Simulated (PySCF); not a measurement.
BH2, SMILES [BH2] (connectivity only; charge and spin as stated), charge +1, multiplicity 1.

Geometry optimised at B3LYP-D3(BJ)/def2-TZVPD. The spin state was assumed, not searched. The isomer is the one that the SMILES or the coordinates give; other isomers of the formula were not compared.

Calculation: HF/def2-TZVPD in PySCF.

Isolated molecule, no solvent.

Computed frontier levels, gap, dipole moment and polarisability:
The highest occupied level is -24.50 eV and the lowest empty level comes out as -6.56 eV. The orbital gap is 17.93 eV and the dipole moment about the centre of nuclear charge is 0.00 D. The mean static polarisability comes out as 9.2 bohr³ (1.36 Å³) and the polarisability, principal values is 8.6, 8.6, 10.3 bohr³.
